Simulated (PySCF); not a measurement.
BF2, SMILES F[B]F, multiplicity 2. Atoms are numbered in the order given.

```xyz
3

F      0.0000    -1.1422    -0.1396
B      0.0000     0.0000     0.5025
F      0.0000     1.1422    -0.1396
```
Charge 0, spin multiplicity 2.

Coordinates come from a B3LYP-D3(BJ)/def2-TZVP optimisation. The isomer is the one that the SMILES or the coordinates give; other isomers of the formula were not compared.

Method: PBE/def2-TZVPD (PySCF).

Mulliken values depend strongly on the basis, most of all with diffuse functions as here. ESP charges are fitted to the potential on shells at 1.4 to 2.0 van der Waals radii. Atomic charges (e):

| atom | meta-Löwdin | Mulliken | ESP fit | Mulliken spin |
|---|---|---|---|---|
| F1 | -0.24 | -0.16 | ___ | 0.05 |
| B2 | 0.48 | 0.32 | ___ | 0.90 |
| F3 | -0.24 | -0.16 | ___ | 0.05 |

Question: Some entries are withheld; supply them. (The exact figures need the calculation; the answer reports its results.)

Answer: 
- F1, ESP fit: -0.06
- B2, ESP fit: 0.13
- F3, ESP fit: -0.06
